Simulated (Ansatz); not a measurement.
Basis-set extrapolation for `OP1O[SiH2]1` (PBE0-D4/def2-TZVP geometry, frozen core, the Gaussian-basis code of Ansatz). Multiplicity 1, RHF reference.

```json
{"": "HF", "def2-TZVPP": "-781.239260", "def2-QZVPP": "-781.266044"}
{"": "MP2 correlation", "def2-TZVPP": "-0.739131", "def2-QZVPP": "-0.798910"}
{"": "CCSD(T) correlation", "def2-TZVPP": "-0.800111", "def2-QZVPP": "not run"}
```

Energies in hartree. Use E(X) = E(∞) + A·exp(−7.88·√X) for Hartree–Fock and E(X) = E(∞) + B·X^(−2.97) for correlation, with X = 3 and 4, and add CCSD(T) minus MP2 of the smaller set to the MP2 limit.

**Question.** What is the CCSD(T) energy at the basis-set limit?

**Answer.** HF limit: -781.266044 + (-0.026784) × 0.13774 = -781.26973. MP2 limit: -0.798910 + (-0.059779) × 0.74074 = -0.84319. Higher-order term: -0.800111 − (-0.739131) = -0.06098. Total: -782.17390 hartree, 84.4 kcal/mol below CCSD(T)/def2-TZVPP.
